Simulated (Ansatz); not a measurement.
**Which is lower?**

Two relaxed structures of CH3OTe (charge +1), singlet (PBE0-D4/def2-TZVP; forces vanish, vibrations not checked).

A:

```xyz
6
angstrom
O -0.6518 -0.9512 -0.5651
C -0.3461 0.2871 -0.5343
Te 0.8490 1.3339 0.7081
H -0.2455 -1.5023 0.1255
H -0.8307 0.8541 -1.3309
H 1.2250 -0.0216 1.5966
```

B:

O1  (0.086, -1.097, -1.260)
C2  (-0.333, -0.064, -0.960)
Te3  (0.773, 1.118, 0.767)
H4  (-0.650, 1.464, 1.552)
H5  (-1.180, 0.519, -1.351)
H6  (0.936, -0.305, 1.606)
(Å)

Ansatz 0.2.0; basis: def2-TZVPP; cores frozen in the correlated methods. Filled d shells of the heavier atoms are correlated. Core potentials replace the inner electrons of the atoms past krypton. The def2 sets are not built for correlating such inner shells, so the correlated values are less sure here. B3LYP uses VWN-RPA correlation.

(1) Which structure is lower at CCSD(T), and by how much? (Judge from chemistry; the value comes from the calculation.)

T1 diagnostic: at most 0.021.

Results:

(1) Computed: A, by 51.6 kJ/mol (electronic energy, against the other). By their contacts, A is CH₃OTe ([OH][CH][TeH]), total charge +1 and B is CH₃OTe ([O][CH][TeH2]), total charge +1.

All methods give the same order:

| method | E(B) − E(A) (kJ/mol) |
| --- | --- |
| PBE-D4 | 47.5 |
| r2SCAN-D4 | 51.0 |
| PBE0-D4 | 57.2 |
| B3LYP-D4 | 49.4 |
| wB97M-V | 57.9 |
| HF | 69.2 |
| MP2 | 51.1 |
| CCSD | 54.3 |
| CCSD(T) | 51.6 |

Labels in which every atom is bracketed show which atoms are joined, not bond orders.

For scale, one of the runs: CCSD(T)/def2-TZVPP, 154 basis functions, launched by `ansatz run in.yaml --threads 2 --pin off --events-out ev --progress --plain --max-ram 4352MiB`. Time: 37 s of wall clock on 2 CPU threads of an Arm Neoverse V1; the host was shared. Peak host memory: 1.2 GiB.
